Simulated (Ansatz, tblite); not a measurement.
Adding an electron: the cluster Si2Mo4⁺. Charge 1, multiplicity 2. Geometry: PBE-D4/def2-SVP. Ansatz, gas phase; energy differences of separate SCF runs; the reduced species is a triplet (the singlet lies 0.13 eV higher at PBE0-D4/def2-TZVP).

```xyz
6

Mo    1.3515   -0.7804   -0.2043
Mo    0.3659   -0.2224    1.7298
Mo   -1.4546    0.3005   -0.5205
Mo   -0.0469    1.7064    0.5118
Si   -0.7997   -1.8865    0.2563
Si    0.5839    0.8823   -1.7732
```

In the def2 sets Mo takes a core potential; there is no spin–orbit coupling. The xTB rows come from tblite. The structure comes from a short search, and lower isomers may exist.

(1) Estimate orbital energies and vertical electron affinities at: GFN1-xTB; PBE-D4/def2-TZVP; r2SCAN-D4/def2-TZVP; PBE0-D4/def2-TZVP.

Results:

(1) 
```
              level  −HOMO (eV)  −LUMO (eV)  vertical EA (eV)  HOMO–LUMO gap (eV)                                  remarks
           GFN1-xTB           –           –             12.20                   –                                        –
   PBE-D4/def2-TZVP        8.11        7.37              5.51                0.74                                        –
r2SCAN-D4/def2-TZVP        8.25        7.18              5.51                1.07                                        –
  PBE0-D4/def2-TZVP        8.90        6.55              5.43                2.35  spin-contaminated (⟨S²⟩ 2.14) (triplet)
```

  HOMO and LUMO are the levels of the spin that leaves or enters (xTB has no such levels and no spin-polarisation term). Other spin states of the ions may lie lower, which would lower the ionisation energy or raise the affinity. Raw xTB energy differences between charge states are shifted by several eV; the methods need an empirical correction for them.
